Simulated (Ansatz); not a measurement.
Geometry optimisation, Ansatz 0.2.0, UKS r2SCAN-D4/def2-mTZVP.

Input:

```yaml
crystal:
  periodic: [false, false, false]
  atoms:
    - { symbol: "N", position_ang: [-0.6804, 0.0791, -0.3071] }
    - { symbol: Ge, position_ang: [0.568, -0.1283, 0.9925] }
    - { symbol: F, position_ang: [1.6427, -1.3932, 0.4755] }
    - { symbol: H, position_ang: [-1.252, 0.9308, -0.0059] }
    - { symbol: H, position_ang: [-0.2283, 0.438, -1.1963] }
magnetization:
  spin_polarized: true
basis:
  gaussian: { orbitals: def2-mTZVP }
hamiltonian:
  xc: r2scan
  dispersion: d4
relax:
  f_tol: 0.02
  max_steps: 50
```

Launched with:

```bash
$ ansatz run input.yaml --threads 2 --pin off --max-ram 3072MiB --backend cpu --events-out ev --progress --plain --runs-dir out
```

**Question.** Where does it end, and by what steps?

**Answer.** It converged. After 8 steps the energy has fallen by 0.649 eV; N1 moved furthest, 0.35 Å.

```tsv
step	energy less start (eV)	largest force component (eV/Å)	accepted
0	0.0000	2.548	yes
1	-0.3955	1.595	yes
2	-0.5002	1.571	yes
3	-0.5793	0.923	yes
4	-0.6455	0.164	yes
5	-0.6472	0.318	yes
6	-0.6492	0.084	yes
7	-0.6479	0.075	no
8	-0.6493	0.006	yes
```

```xyz
5
Properties=species:S:1:pos:R:3
N -0.479 0.348 -0.200
Ge 0.440 -0.304 1.228
F 1.597 -1.203 0.226
H -1.285 0.957 -0.139
H -0.222 0.129 -1.157
```

Whether the end is a true minimum wasn't checked by a vibrational analysis.

Run time: 26 s on 2 threads of Arm Neoverse V2, with other jobs on the host, peak memory 0.18 GiB.
